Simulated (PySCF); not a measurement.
Ions at one geometry of [Hg(PH3)]2+

PySCF 2.14.0, RKS PBE0, Hg def2-SVP with ECP60, P def2-SVP, H def2-SVP; non-relativistic Hamiltonian with scalar-relativistic core potentials where named; density fitting; no spin-orbit coupling; singlets restricted, open shells unrestricted. The geometry is relaxed for charge +2, singlet, vacuum:

```xyz
5

Hg    0.0000    0.0000   -0.1356
P     0.0000    0.0000    2.3282
H     1.3617    0.0000    2.7295
H    -0.6808    1.1793    2.7295
H    -0.6809   -1.1793    2.7295
```

Energies count from the relaxed state; an electron taken off or put on is at rest in vacuum. Charges and spins are Mulliken's.

| state | energy (eV) | spin squared | charge on Hg1 (e) | spin on Hg1 (e) | dipole about the centre of mass (D) |
| --- | --- | --- | --- | --- | --- |
| charge +2, singlet, vacuum | 0.00 | 0.00 | 1.05 | 0.00 | 8.01 |
| charge +1, doublet, vacuum | -13.56 | 0.75 | 0.47 | 0.63 | 6.10 |

Task: What does the state charge +3, doublet, vacuum give?

Result: energy (eV) 24.32, spin squared 0.75, charge on Hg1 (e) 1.58, spin on Hg1 (e) 0.49, dipole about the centre of mass (D) 12.24.

With an electron taken off (doublet) the charges change, summed by element, by Hg +0.53 e, P +0.21 e, H +0.27 e. The vertical ionisation energy is 24.32 eV, against −ε(HOMO) = 21.85 eV of the relaxed state. The level lies 2.5 eV too high, as is usual for semilocal functionals and global hybrids, which keep a self-interaction error.

With an electron put on (doublet) the charges change, summed by element, by Hg -0.58 e, P -0.18 e, H -0.24 e. The vertical electron affinity is 13.56 eV, against −ε(LUMO) = 15.76 eV of the relaxed state.

Open shells may have lower solutions than those found.
